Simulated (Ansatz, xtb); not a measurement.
Relative energy of two isomers of C4H5FOSi

Structure I: `Fc1cc([SiH3])co1`, a singlet. Structure II: `Fc1coc([SiH3])c1`, a singlet. Both are isolated molecules in the gas phase, relaxed with r2SCAN-D4/def2-SVP.

Quicker runs give these differences E(II) − E(I): GFN2-xTB −2.9 kJ/mol; HF/STO-3G +12.0 kJ/mol (at GFN2-xTB geometries); r2SCAN-D4/def2-SVP//GFN2-xTB +15.1 kJ/mol.

Q: Estimate E(II) − E(I) at the level CCSD(T)/def2-SVP + ΔMP2/def2-TZVPP.

A: Calculated at CCSD(T)/def2-SVP + ΔMP2/def2-TZVPP: E(II) − E(I) = +19.2 kJ/mol, so structure I lies lower.

Level by level:

```
                             level            geometry  E(II) − E(I) (kJ/mol)  departure from the last row (kJ/mol)  job, with rough time for the two
                          GFN2-xTB            GFN2-xTB                    −2.9                                 −22.2              optimisation, 0.11 s
                         HF/STO-3G            GFN2-xTB                   +12.0                                  −7.3              single point, 0.48 s
      r2SCAN-D4/def2-SVP//GFN2-xTB            GFN2-xTB                   +15.1                                  −4.1               single point, 6.1 s
                r2SCAN-D4/def2-SVP  r2SCAN-D4/def2-SVP                   +20.4                                  +1.2             optimisation, 1.8 min
                       HF/def2-SVP  r2SCAN-D4/def2-SVP                   +24.7                                  +5.4           part of the CCSD(T) run
                      MP2/def2-SVP  r2SCAN-D4/def2-SVP                   +22.8                                  +3.6           part of the CCSD(T) run
                  CCSD(T)/def2-SVP  r2SCAN-D4/def2-SVP                   +21.8                                  +2.6                      single point
CCSD(T)/def2-SVP + ΔMP2/def2-TZVPP  r2SCAN-D4/def2-SVP                   +19.2                                                      single point, 93 s
```

As drawn, both hold the same kinds of bond in the same numbers.

GFN2-xTB puts the two in the other order. The largest departure from CCSD(T)/def2-SVP + ΔMP2/def2-TZVPP is that of GFN2-xTB, 22.2 kJ/mol. The last row adds to CCSD(T) the change of the MP2 difference between the two basis sets, here −2.6 kJ/mol.

With thermal terms from frequencies at re-optimised GFN2-xTB minima (ideal gas, soft modes damped towards free rotors, one conformer each, 298.15 K, 1 atm): the zero-point term adds −0.4 kJ/mol; ΔH is +19.0 and ΔG +18.7 kJ/mol.

The correlated steps freeze 11 core orbitals. Codes used: Ansatz 0.2.0, xtb 6.7.1; the last row on 2 threads of Arm Neoverse V2 on a shared host.
